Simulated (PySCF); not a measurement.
SMILES [SiH3][SiH2][SiH2][Si](Cl)(Cl)Cl, singlet, GFN2-xTB optimised geometry.

```
14

Si     2.08    -0.89     0.00
Si    -0.25    -0.89     0.00
Si    -1.22     1.23     0.00
Si    -0.98     2.30     2.05
Cl    -1.17     4.32     2.06
Cl    -2.30     1.60     3.44
Cl     0.88     1.90     2.79
H      2.65    -2.10    -0.59
H      2.63    -0.78     1.35
H      2.59     0.25    -0.77
H     -0.77    -1.64     1.16
H     -0.77    -1.64    -1.15
H     -0.60     2.10    -1.01
H     -2.65     1.28    -0.35
```

Density from CAM-B3LYP/def2-TZVP in PySCF at that geometry.

Minimum of the electron density along straight lines between bonded atoms, close to the bond critical point (lines longer than 1.1 times the sum of covalent radii, or with two minima, are not listed):

| bond | length / Å | ρ at the minimum / e bohr⁻³ | ∇²ρ there / e bohr⁻⁵ | position (fraction from the first atom) |
|---|---|---|---|---|
| Si1–Si2 | 2.322 | 0.097 | -0.18 | 0.48 |
| Si2–Si3 | 2.333 | 0.094 | -0.17 | 0.45 |
| Si3–Si4 | 2.323 | 0.097 | ? | 0.36 |
| Si4–Cl5 | 2.027 | 0.107 | 0.23 | 0.37 |
| Si4–Cl6 | 2.036 | 0.105 | 0.23 | 0.36 |
| Si4–Cl7 | 2.048 | 0.103 | 0.22 | 0.36 |
| Si1–H8 | 1.466 | 0.124 | 0.18 | 0.49 |
| Si1–H9 | 1.462 | 0.125 | 0.19 | 0.49 |
| Si1–H10 | 1.466 | 0.124 | 0.18 | 0.49 |
| Si2–H11 | 1.473 | 0.122 | 0.17 | 0.49 |
| Si2–H12 | 1.473 | 0.122 | 0.17 | 0.49 |
| Si3–H13 | 1.472 | 0.122 | 0.17 | 0.49 |
| Si3–H14 | 1.470 | 0.123 | 0.17 | 0.49 |

Task: Some entries are withheld; supply them.

Result: 
- Si3–Si4, ∇²ρ there / e bohr⁻⁵: -0.13
